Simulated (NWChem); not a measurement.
CH5N2S cation; SMILES NC([NH3+])=S

```xyz
9

N      1.2281    -0.9947     0.0001
C      0.1418    -0.2053     0.0000
N     -1.1528    -1.0589    -0.0004
S     -0.0196     1.4086     0.0001
H      1.2177    -2.0180    -0.0011
H      2.1458    -0.5384     0.0001
H     -1.9394    -0.3789     0.0035
H     -1.2424    -1.6647     0.8418
H     -1.2454    -1.6580    -0.8469
```
Atoms are numbered in this order, from 1.

Results from NWChem. Structure relaxed at the PBE-D3(BJ)/def2-SVP level. Level: PBE0/def2-SVP with SMD (1 M gas to 1 M solution), gas-phase geometry. Reactions with the solvent are ignored.

Order these by “cavity-dispersion-structure term (kcal/mol)”, lowest first: chloroform; water; dimethyl sulfoxide.

chloroform (-1.0), dimethyl sulfoxide (0.5), water (3.2)
